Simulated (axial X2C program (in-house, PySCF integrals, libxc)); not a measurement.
**Potential curves of CsSe⁺, 2c**

All values were computed with an in-house relativistic program for diatomic molecules. Two-component (2c) means X2C with spin–orbit coupling and atomic mean-field two-electron Coulomb and Gaunt terms. Basis: Cs dyall-cv3z [15s15p9d4f1g], Se dyall-cv3z [8s9p6d4f1g] (cores contracted in-house); Gaussian nuclei, density fitting, unrestricted open shells. Masses: Cs 132.905 u, Se 79.917 u.

State: Ω = 1 (⟨Sz⟩ = 0.93, ⟨Lz⟩ = 0.07 at HF). Energies in cm⁻¹ from the fragments at the same level (Cs+ + Se). Fits are polynomials in 1 − R0/R over 0.85 to 1.23 times the lowest point R0.

```json
{"R (Å)": "3.3443", "CCSD": "", "MP2": "-214"}
{"R (Å)": "3.4980", "CCSD": "-954", "MP2": "-907"}
{"R (Å)": "3.6134", "CCSD": "-1251", "MP2": "-1181"}
{"R (Å)": "3.7287", "CCSD": "-1405", "MP2": "-1313"}
{"R (Å)": "3.8440", "CCSD": "-1459", "MP2": "-1347"}
{"R (Å)": "3.9785", "CCSD": "-1437", "MP2": "-1306"}
{"R (Å)": "4.1131", "CCSD": "-1359", "MP2": "-1210"}
{"R (Å)": "4.2861", "CCSD": "-1215", "MP2": "-1046"}
{"R (Å)": "4.4975", "CCSD": "", "MP2": "-825"}
{"R (Å)": "4.8050", "CCSD": "", "MP2": "-520"}
```

Correlated methods: 14 electrons correlated (number of frozen shells: Cs 4 s, 3 p, 2 d; Se 3 s, 2 p, 1 d), 312 virtual spin orbitals or spinors in MP2.

The state is a single determinant with fixed occupations, the lowest that a limited PBE0 search found. Dissociation energies refer to the lowest single-determinant-based atoms at the same level and basis. CCSD ran in a truncated set of natural virtual spinors with an MP2 remainder; without triples it tends to underbind. Other states lie close and PBE0, whose exact exchange favours high spin, may order them wrongly; the determinant shown need not be the ground state. The nearest other 2c determinant of the search, Ω = 2, lies 0.21 eV up at the distance of the search. With several unpaired electrons one determinant need not be a pure state. Open-shell Ω = 0 determinants with evenly filled partner blocks cannot be reached by this program, so the Ω shown need not be the lowest component. This is the Ω = 1 component of a π² triplet; the 0⁺ component is not one determinant and can lie lowest. Coupled cluster ran on the points near the minimum only. MP2 and coupled cluster on one determinant become unreliable at the stretched end.

What are Re, ωe and De at the CCSD level?

At CCSD, 2c: Re = 3.871 Å, ωe ≈ 55.7 cm⁻¹, De = 0.18 eV to Cs+ + Se; Be follows as 0.0225 cm⁻¹.

What are Re, ωe and De at the MP2 level?

At MP2, 2c: Re = 3.838 Å, ωe ≈ 58.1 cm⁻¹, De = 0.17 eV to Cs+ + Se; Be follows as 0.0229 cm⁻¹.
